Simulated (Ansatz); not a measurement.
Total energies of CH7Al2B, SMILES `C[BH][AlH][AlH2]`.

```xyz
11

C    -0.949    1.983   -0.266
B     0.406    1.210   -0.248
Al    0.872   -0.544    0.851
Al    0.362   -2.942    0.008
H    -1.426    1.678   -1.213
H    -1.660    1.767    0.533
H    -0.820    3.066   -0.358
H     1.244    1.622   -1.014
H     1.604   -0.395    2.270
H     1.387   -3.769   -0.895
H    -1.020   -3.676    0.332
```

The species carries charge 0 and has multiplicity 1. The geometry is a stationary point of PBE0-D4/def2-TZVP. It is one conformer, not always the lowest. Basis def2-TZVPP, the Gaussian-basis code of Ansatz.

RPA on PBE orbitals: Hartree–Fock energy of these orbitals -550.39104 Eh, correlation -0.84865 Eh (frozen core).

| functional | energy without D4 (Eh) | D4 term (kJ/mol) |
| --- | --- | --- |
| LDA (SPW92) | -549.16709 | – |
| PBE | -551.60501 | -17.1 |
| revPBE | -551.86963 | -47.3 |
| BLYP | -551.95326 | -36.6 |
| r2SCAN | -551.88736 | -4.3 |
| B97M-V | -551.89776 | – |
| PBE0 | -551.67129 | -14.7 |
| B3LYP | -552.05470 | -27.7 |
| r2SCANh | -551.88224 | -4.7 |
| r2SCAN0 | -551.87553 | -5.2 |
| HSE06 (plane-wave form) | -551.65393 | -13.9 |
| BHLYP | -551.95755 | -23.4 |
| CAM-B3LYP | -551.95513 | -15.3 |
| LC-ωPBE | -551.77693 | – |
| ωB97X-V | -551.89578 | – |
| ωB97M-V | -551.89979 | – |
| B2PLYP | -551.68390 | – |
| PBE-QIDH | -551.47988 | – |

B3LYP takes the VWN-RPA correlation (the form of Gaussian; ORCA's B3LYP/G). HSE06 is the plane-wave form, built on full-range PBE exchange. The double hybrids freeze the cores in their second-order part.

LC-ωPBE has ω = 0.4 bohr⁻¹.
